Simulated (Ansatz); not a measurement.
Input file for Ansatz (a first-principles code): R-HF/def2-TZVPP on AlFH2 (SMILES [F][AlH2]), atoms moved off the minimum.

Ansatz 0.2 input:
```yaml
crystal:
  periodic: [false, false, false]
  atoms:
    - {symbol: Al, position_ang: [-0.26821013, -0.53895847, 0.11101341]}
    - {symbol: H, position_ang: [0.43494392, -1.29935206, 1.30117545]}
    - {symbol: H, position_ang: [-1.57407397, -0.79650704, -0.64301689]}
    - {symbol: F, position_ang: [0.40559428, 0.92951948, -0.33089128]}
basis:
  gaussian:
    orbitals: def2-TZVPP
hamiltonian:
  xc: {name: HF}
scf: {lower_state_search: off}
output: {forces: true}
```

Problem. Give the final energy of this run.

Solution. -342.6343 hartree.
